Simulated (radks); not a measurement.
Values are calculated unless marked as measured or tabulated.
Question: Isoelectronic series with 28 electrons, each ion in its NIST ground configuration. Code: a radial shooting solver on a logarithmic mesh with Libxc functionals. Model: scalar-relativistic Kohn-Sham, PBE, spin-polarised, spherical densities, finite nucleus; open shells are filled with parallel spins first; Fermi nuclear charge, rms radius of each element as measured or else 0.836 A^(1/3) + 0.57 fm. Total energies (hartree) and mean radii <r> (bohr) (* marks an orbital that is empty in some or all of the ions):

ion    configuration  E (hartree)  4s down*  4s up*
Ni      [Ar] 3d8 4s2  -1520.56757     2.849   2.773
As5+       [Ar] 3d10  -2254.58381     1.610   1.610
Sr10+      [Ar] 3d10  -3148.62008     1.149   1.149
Tc15+      [Ar] 3d10  -4204.71683    0.9038  0.9038
I25+       [Ar] 3d10  -6817.84787    0.6372  0.6372
Ce30+      [Ar] 3d10   -8384.4791    0.5548  0.5548
Eu35+      [Ar] 3d10  -10132.4151    0.4905  0.4905
Er40+      [Ar] 3d10  -12069.0213    0.4387  0.4387
Ta45+      [Ar] 3d10  -14202.9665    0.3960  0.3960

Estimate the row of Cd20+ ([Ar] 3d10).

Answer: E (hartree) -5426.33955; 4s down* 0.7473; 4s up* 0.7473.
